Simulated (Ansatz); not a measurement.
C2H7OSi, doublet, geometry from GFN2-xTB of the parent state (the spin is typed, not shown lowest); MP2/STO-3G (Ansatz, a first-principles code).

The Ansatz input:
Ansatz 0.2 input:
```yaml
crystal:
  periodic: [false, false, false]
  atoms:
    - {symbol: C, position_ang: [-1.36098681, -1.08038058, -0.11998823]}
    - {symbol: Si, position_ang: [-0.04122075, 0.31730496, -0.21530201]}
    - {symbol: C, position_ang: [1.61379526, -0.65273001, -0.05926929]}
    - {symbol: O, position_ang: [-0.22950357, 1.48807850, 0.76327942]}
    - {symbol: H, position_ang: [-1.20209821, -1.87808301, -0.84468734]}
    - {symbol: H, position_ang: [-1.38046650, -1.53667925, 0.86893250]}
    - {symbol: H, position_ang: [-2.35273664, -0.66784443, -0.30067988]}
    - {symbol: H, position_ang: [-0.06055976, 0.66044303, -1.68459379]}
    - {symbol: H, position_ang: [1.72141879, -1.09075650, 0.93224576]}
    - {symbol: H, position_ang: [2.45565190, 0.02340287, -0.20253480]}
    - {symbol: H, position_ang: [1.71505877, -1.45871655, -0.78514461]}
basis:
  gaussian:
    orbitals: STO-3G
magnetization: {spin_polarized: true, initial_magnetization: 1}
correlation: {method: mp2}
```

It wrote (shortened):

```
Functional definition: HF
404 factors; integrals over basis functions are off by at most 2.7e-5 eV
mean field evaluation 1: about -11917.8015 eV, gradient 2.5e1 eV
mean field evaluation 2: about -11917.9070 eV, gradient 2.5e1 eV
mean field evaluation 4: about -11926.3133 eV, gradient 7.8e0 eV
mean field evaluation 8: about -11927.3235 eV, gradient 1.3e-1 eV
mean field evaluation 16: about -11927.3231 eV, gradient 1.6e-1 eV
mean field evaluation 32: about -11927.3449 eV, gradient 3.6e-8 eV
mean field evaluation 64: about -11927.3239 eV, gradient 2.7e-2 eV
mean field -11927.34487629 eV, -438.3218395589 hartree, gradient 9.5e-9 eV, S^2 0.755470; 8 other end points of the search recorded, 0 dependent functions left out
8 core orbitals not correlated
reference -11927.34487629 eV, -438.3218395589 hartree; 13, 12 occupied and 10, 11 virtual orbitals, 404 factors
second order -4.23739408 eV of doubles, -0.00000000 eV of singles
Total energy: -11931.58227037 eV, -438.4775609191 hartree
```
